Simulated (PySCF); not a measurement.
In(Et)3 (C6H15In), SMILES C[CH2][In]([CH2]C)[CH2]C.

Geometry optimised at PBE0-D3(BJ)/def2-SVP. The isomer is the one that the SMILES or the coordinates give; other isomers of the formula were not compared. The def2 effective core potentials stand for the cores of In; spin–orbit coupling is left out. The values are those of a single conformer.

These are PBE0-D3(BJ)/def2-SVP (PySCF) values and carry that method's errors.

Frequencies are harmonic and unscaled.

```
mode  ν (cm⁻¹)  IR (km/mol)  moving atoms (share of kinetic energy)
----  --------  -----------  --------------------------------------
1           23          0.1                  C 53 %, H 38 %, In 9 %
2           28          0.0                          H 53 %, C 47 %
3           35          0.0                          H 54 %, C 45 %
4           57          1.2                 C 58 %, H 24 %, In 18 %
5           87          1.5                          C 69 %, H 24 %
6           96          1.1                 H 47 %, C 29 %, In 24 %
7          187          0.1                          C 66 %, H 27 %
8          216          0.4                          H 88 %, C 11 %
9          219          0.3                          H 86 %, C 13 %
10         234          5.6                          C 72 %, H 27 %
11         252          1.2                          H 85 %, C 11 %
12         262         20.7                 C 55 %, In 22 %, H 22 %
13         450         10.1                          C 75 %, H 24 %
14         470         41.0                 C 63 %, H 22 %, In 15 %
15         480         40.3                 C 65 %, H 23 %, In 13 %
16         557          1.1                          H 83 %, C 16 %
17         569          0.9                          H 83 %, C 17 %
18         630         50.2                          H 77 %, C 21 %
19         916          0.1                                  H 93 %
20         917          0.0                                  H 93 %
21         943          2.8                           H 90 %, C 9 %
22         953         12.6                          H 88 %, C 12 %
23         964         10.9                          H 85 %, C 15 %
24         966          8.4                          H 85 %, C 15 %
25        1055         14.6                          C 76 %, H 24 %
26        1062         28.6                          C 74 %, H 26 %
27        1064          1.2                          C 74 %, H 26 %
28        1188          5.4                          H 64 %, C 36 %
29        1190          6.6                          H 64 %, C 36 %
30        1195          0.1                          H 66 %, C 34 %
31        1238          0.2                          H 76 %, C 24 %
32        1241          0.1                          H 76 %, C 24 %
33        1245          4.8                          H 77 %, C 23 %
34        1390          9.7                          H 82 %, C 18 %
35        1393          9.2                          H 82 %, C 18 %
36        1395          2.2                          H 82 %, C 18 %
37        1431          0.8                          H 89 %, C 11 %
38        1431          1.9                          H 89 %, C 11 %
39        1435          1.8                          H 89 %, C 11 %
40        1460          7.3                                  H 96 %
41        1467          2.5                                  H 96 %
42        1473          0.6                                  H 97 %
43        1477          0.2                                  H 97 %
44        1478          5.8                                  H 97 %
45        1481         17.2                                  H 97 %
46        3029         75.9                                  H 97 %
47        3031         18.1                                  H 97 %
48        3032         89.7                                  H 97 %
49        3050         18.3                                  H 95 %
50        3051          2.1                                  H 95 %
51        3053         22.3                                  H 95 %
52        3097          3.7                           H 91 %, C 9 %
53        3100          2.8                           H 91 %, C 9 %
54        3101          7.7                           H 91 %, C 9 %
55        3108         26.0                           H 91 %, C 9 %
56        3109         62.1                           H 91 %, C 9 %
57        3112          1.0                           H 91 %, C 9 %
58        3131         27.8                           H 91 %, C 9 %
59        3136          3.1                           H 91 %, C 9 %
60        3138         51.2                           H 91 %, C 9 %
```
